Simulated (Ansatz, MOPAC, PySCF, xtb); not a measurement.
Dimer: H2 (SMILES [H][H]) (first 2 atoms) with C4H6 (SMILES C=CC=C); geometry from B3LYP-D3(BJ)/def2-TZVP, rigid monomers moved along the line of their centres of mass till H2···C4 is 4.33 Å.
(charge 0, multiplicity 1):
| atom | x (Å) | y (Å) | z (Å) |
|---|---|---|---|
| H | -0.3978 | -0.7720 | -0.1385 |
| H | -0.3146 | -0.3297 | 0.4548 |
| C | 1.0738 | 1.7681 | 3.8566 |
| C | 0.1644 | 1.0586 | 4.5270 |
| C | 0.2931 | -0.3551 | 4.8298 |
| C | -0.6202 | -1.0655 | 5.4936 |
| H | 1.9878 | 1.3127 | 3.4931 |
| H | 0.9348 | 2.8208 | 3.6509 |
| H | -0.7418 | 1.5457 | 4.8767 |
| H | 1.1990 | -0.8426 | 4.4799 |
| H | -0.4838 | -2.1191 | 5.6957 |
| H | -1.5349 | -0.6099 | 5.8549 |

```tsv
level	interaction energy (kcal/mol)	cost
AM1	0.01	-
GFN2-xTB	-0.21	-
HF/6-31G* (no counterpoise)	-0.10	-
HF/aug-cc-pVDZ	-0.06	-
PBE-D4/def2-TZVPPD	-0.30	×1
BP86/6-31G* (no counterpoise)	0.01	-
r2SCAN-D3(BJ)/def2-TZVPPD	-0.18	×1
B3LYP/3-21G (no counterpoise)	-0.06	-
B3LYP/6-311+G** (no counterpoise)	0.01	-
B3LYP/def2-TZVPPD	0.01	×1
B3LYP-D4/def2-TZVPPD	-0.19	×1
PBE0/def2-TZVPPD	-0.13	×1
PBE0-D3(BJ)/def2-TZVPPD	-0.26	×1
PBE0-D4/def2-TZVPPD	-0.28	×1
M06-2X/6-31G* (no counterpoise)	-0.22	-
wB97X-V/def2-TZVPPD	-0.20	×3
MP2/6-31G*	-0.09	-
MP2/aug-cc-pVDZ	-0.20	-
CCSD/aug-cc-pVDZ	-0.17	-
CCSD(T)/aug-cc-pVDZ	-0.19	×10
```

The rows run from -0.30 (PBE-D4/def2-TZVPPD) to 0.01 kcal/mol (AM1). In aug-cc-pVDZ the value moves HF -0.06, MP2 -0.20, CCSD -0.17, CCSD(T) -0.19, a shift of -0.13 from HF to CCSD(T). The dispersion term adds -0.20 in B3LYP-D4, -0.14 in PBE0-D3(BJ), -0.15 in PBE0-D4. The 3 functionals in def2-TZVPPD without D3 or D4 span 0.21, from wB97X-V to B3LYP.

Interaction energies are E(AB) − E(A) − E(B) at the monomers' geometry in the complex; basis-set methods are counterpoise corrected. Rows marked so take none.

Frozen-core correlation. Rows in 3-21G, 6-311+G**, 6-31G* carry no dispersion term and start afresh at each structure (6-31G* with six Cartesian d functions). MP2/6-31G* freezes PySCF's default core. The state that AM1 reach isn't checked.

Programs: Ansatz (Gaussian orbitals); MOPAC for AM1 (differences of heats of formation); PySCF for 3-21G rows, 6-311+G** rows, 6-31G* rows, the dispersion terms; xtb for the GFN methods. Values without a source in brackets are computed.

Costs are rough ratios of core time to PBE/def2-TZVPPD (about 11 s over the structures, on one shared machine); a dash marks a level with no comparable run of its own.

Ansatz is an electronic-structure program.
